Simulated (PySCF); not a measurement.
A species of formula C6H9FO has this rotational fingerprint, computed with PBE0/def2-SVPD in PySCF (dipole) on a GFN2-xTB geometry, gas phase:

* Rotational constants: A = 3239, B = 1751, C = 1258 MHz
* Dipole components: |μa| = 0.62 D, |μb| = 0.38 D, |μc| = 0.39 D
* Inertial defect: -42.87 u·Å²
* κ: -0.50

**Question.** Which candidate fits, each taken in the one conformer that was computed?
A. `[CH2:1]=[CH:2][C@:3]1([F:4])[CH2:5][CH2:6][CH2:7][O:8]1` with C1–C2–C3–F4 15°, C2–C3–C5–C6 -129°, C3–C5–C6–C7 -16°, C5–C6–C7–O8 33°, C6–C7–O8–C3 -39°
B. `[CH2:1]=[CH:2][C@@H:3]1[CH2:4][CH2:5][C@@H:6]([F:7])[O:8]1` with C1–C2–C3–C4 -107°, C2–C3–C4–C5 -148°, C3–C4–C5–C6 12°, C4–C5–C6–F7 -109°, C5–C6–O8–C3 -30°
C. `C[C@@H]1C=C(F)[C@@H](C)O1`
D. `[CH3:1][CH2:2][C:3]1([C:4](=[O:5])[F:6])[CH2:7][CH2:8]1` with C1–C2–C3–C4 70°, C2–C3–C4–O5 4°

**Answer.** C. It is C[C@@H]1C=C(F)[C@@H](C)O1, an asymmetric top, point group C1. The candidates at the same level (rigid rotor, commonest isotopes):

| SMILES | A (MHz) | B (MHz) | C (MHz) | μa (D) | μb (D) | μc (D) | Δ (u·Å²) | point group | rotor |
| --- | --- | --- | --- | --- | --- | --- | --- | --- | --- |
| C[C@@H]1C=C(F)[C@@H](C)O1 | 3239 | 1751 | 1258 | 0.62 | 0.38 | 0.39 | -42.87 | C1 | asymmetric top |
| CCC1(C(=O)F)CC1 | 2601 | 2020 | 1356 | 1.85 | 2.99 | 0.08 | -71.91 | C1 | asymmetric top |
| C=C[C@@H]1CC[C@@H](F)O1 | 4380 | 1324 | 1162 | 0.90 | 2.43 | 0.25 | -61.95 | C1 | asymmetric top |
| C=C[C@]1(F)CCCO1 | 4102 | 1545 | 1493 | 1.32 | 2.07 | 0.16 | -111.96 | C1 | near-prolate asymmetric top |

`CCC1(C(=O)F)CC1` has A 20 % too low; `C=C[C@]1(F)CCCO1` has A 27 % too high; `C=C[C@@H]1CC[C@@H](F)O1` has A 35 % too high. No structure here is proved a minimum.
